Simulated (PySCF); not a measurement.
H3Cl2HfOSi (SMILES [SiH3][O][Hf+]([Cl])[Cl]), charge +1, singlet, at the geometry of the source list (the multiplicity is a formal guess) (core potentials on Hf); DF-TPSS/def2-SV(P) (PySCF).

Input for PySCF:
```python
from pyscf import gto, scf, dft

mol = gto.M(
    atom='''
Hf    0.95880000    0.02130000    1.49190000
Cl    0.32810000   -0.74760000    3.48090000
Cl    1.31160000    2.18530000    1.86010000
O    -0.33520000   -0.11840000    0.17100000
Si   -0.55710000   -0.29870000   -1.49290000
H    -0.08010000    0.97970000   -2.05070000
H    -1.97430000   -0.58950000   -1.66540000
H     0.34820000   -1.43220000   -1.79480000
''',
    basis='def2-sv(p)',
    ecp={'Hf': 'def2-sv(p)'},
    charge=1,
    verbose=4,
)

mf = dft.RKS(mol)
mf.xc = 'tpss'
mf = mf.density_fit(auxbasis='def2-universal-jkfit')
mf.kernel()
mf.analyze()
```

What the program printed (banner, timings and long lists left out):

```
PySCF version 2.14.0

[INPUT] verbose = 4
[INPUT] num. atoms = 8
[INPUT] num. electrons = 70
[INPUT] charge = 1
[INPUT] spin (= nelec alpha-beta = 2S) = 0
[INPUT] symmetry False subgroup None
[INPUT] Mole.unit = angstrom
[INPUT] Symbol           X                Y                Z      unit          X                Y                Z       unit  Magmom
[...]
nuclear repulsion = 360.969391493276
number of shells = 47
number of NR pGTOs = 194
number of NR cGTOs = 99
basis = def2-sv(p)
ecp = {'Hf': 'def2-sv(p)'}

******** <class 'pyscf.df.df_jk.DFRKS'> ********
method = DFRKS
initial guess = minao
damping factor = 0
level_shift factor = 0
DIIS = <class 'pyscf.scf.diis.CDIIS'>
diis_start_cycle = 1
diis_space = 8
diis_damp = 0
SCF conv_tol = 1e-09
SCF conv_tol_grad = None
SCF max_cycles = 50
direct_scf = False
XC library pyscf.dft.libxc version 7.1.2
    S. Lehtola, C. Steigemann, M. J. T. Oliveira, and M. A. L. Marques,  SoftwareX 7, 1–5 (2018)
XC functionals = tpss
    J. Tao, J. P. Perdew, V. N. Staroverov, and G. E. Scuseria,  Phys. Rev. Lett. 91, 146401 (2003)
    J. P. Perdew, J. Tao, V. N. Staroverov, and G. E. Scuseria,  J. Chem. Phys. 120, 6898 (2004)
    J. Tao, J. P. Perdew, V. N. Staroverov, and G. E. Scuseria,  Phys. Rev. Lett. 91, 146401 (2003)
    J. P. Perdew, J. Tao, V. N. Staroverov, and G. E. Scuseria,  J. Chem. Phys. 120, 6898 (2004)
radial grids:
    Treutler-Ahlrichs [JCP 102, 346 (1995); DOI:10.1063/1.469408] (M4) radial grids

becke partition: Becke, JCP 88, 2547 (1988); DOI:10.1063/1.454033
pruning grids: <function nwchem_prune>
grids dens level: 3
symmetrized grids: False
atomic radii adjust function: <function treutler_atomic_radii_adjust>
small_rho_cutoff = 0
Set gradient conv threshold to 3.16228e-05
Initial guess from minao.
tot grids = 124240
init E= -1322.36332961283
[...]
cycle= 1 E= -1334.24687059617  delta_E= -11.9  |g|= 1.07  |ddm|= 7.85
[...]
cycle= 2 E= -1332.95596962554  delta_E= 1.29  |g|= 2.55  |ddm|= 3.11
[...]
cycle= 3 E= -1334.4289987933  delta_E= -1.47  |g|= 0.546  |ddm|= 2.32
[...]
cycle= 4 E= -1334.47464612497  delta_E= -0.0456  |g|= 0.377  |ddm|= 0.907
[...]
cycle= 5 E= -1334.51203643566  delta_E= -0.0374  |g|= 0.0962  |ddm|= 0.437
[...]
cycle= 6 E= -1334.5146530462  delta_E= -0.00262  |g|= 0.0141  |ddm|= 0.125
[...]
cycle= 7 E= -1334.51470736776  delta_E= -5.43e-05  |g|= 0.00338  |ddm|= 0.0172
[...]
cycle= 8 E= -1334.51470992488  delta_E= -2.56e-06  |g|= 0.000969  |ddm|= 0.00353
[...]
cycle= 9 E= -1334.51471016203  delta_E= -2.37e-07  |g|= 0.000395  |ddm|= 0.00149
[...]
cycle= 10 E= -1334.51471021236  delta_E= -5.03e-08  |g|= 8.48e-05  |ddm|= 0.000605
[...]
cycle= 11 E= -1334.51471021459  delta_E= -2.23e-09  |g|= 1.68e-05  |ddm|= 0.000109
[...]
cycle= 12 E= -1334.51471021467  delta_E= -7.98e-11  |g|= 3.05e-06  |ddm|= 1.58e-05
[...]
Extra cycle  E= -1334.51471021464  delta_E= 2.66e-11  |g|= 8.49e-06  |ddm|= 1.2e-05
converged SCF energy = -1334.51471021464
**** SCF Summaries ****
Total Energy =                       -1334.514710214639535
Nuclear Repulsion Energy =             360.969391493276134
One-electron Energy =                -2562.920064255447414
Two-electron Energy =                  867.435962547531858
Two-electron Coulomb Energy =          960.469742946633914
DFT Exchange-Correlation Energy =      -93.033780399102085
HOMO-LUMO gap [eV] =                     3.537004257557521
**** MO energy ****
[...]
WARN: System has nonzero charge 1; the dipole moment is origin-dependent.
Location of origin: [0. 0. 0.]

Dipole moment(X, Y, Z, Debye):  5.54944, -1.55927,  2.98564
```
